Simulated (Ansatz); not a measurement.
C2H7B2Cl can be A, `BB(C)CCl`, or B, `BBCCCl`.

Calculated with Ansatz (gas phase, PBE0-D4/def2-TZVP geometries, no zero-point term in ΔE). CCSD(T)/CBS adds triple-zeta CCSD(T) − MP2 to the extrapolated MP2 energy (def2 sets, frozen cores). Functionals use def2-TZVPP. B3LYP here is the variant with VWN-RPA as its local correlation; programs differ in this. Each species was taken in one conformer, which may not be the lowest.

Problem. Which isomer does CCSD(T)/CBS put lower? Give the gap. (Best estimate.)

Solution. The calculation gave: A, by 10.7 kcal/mol.

Problem. Give E(B) − E(A) in kcal/mol with r2SCAN-D4, B2PLYP, MP2/def2-TZVPP, PBE0-D4, CCSD(T)/def2-TZVPP, B3LYP, ωB97M-V. (Best estimate.)

Solution. Ansatz gave: r2SCAN-D4 11.1, B2PLYP 10.5, MP2/def2-TZVPP 10.9, PBE0-D4 10.8, CCSD(T)/def2-TZVPP 10.6, B3LYP 10.2, ωB97M-V 11.0. None reverses the order clearly.

Largest T1 diagnostic: 0.011.

In def2-TZVPP, CCSD(T) changes the Hartree–Fock value by +1.6 kcal/mol (the triples alone add +0.2 kcal/mol) and MP2 by +1.8 kcal/mol.
